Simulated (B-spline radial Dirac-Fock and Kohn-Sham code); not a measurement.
Z = 42 (molybdenum), transition energy 72.1 keV. Method: a Dirac-Hartree-Slater potential of the neutral atom with a Latter tail (no hole, which puts coefficients of high multipoles low close above an edge), finite nucleus with surface currents. Computed with a radial atomic solver. Subshells that would emit electrons below 1 keV are left out.

Q: A pure transition shows α(K) = 75.6, L1/L2 = 6.12 and L1/L3 = 1.60. What is its multipolarity?
A. E1
B. M2
C. E3
D. E2
E. M1
F. M3
G. M4
H. E4

A: F. For comparison, α(K), L1/L2, L1/L3 are E1 0.286, 10.0, 6.36; E2 2.99, 1.21, 0.873; E3 25.1, 0.213, 0.165; E4 203, 0.0528, 0.0425; M1 0.556, 16.0, 50.2; M2 7.31, 9.41, 6.56; M4 758, 4.42, 0.719.
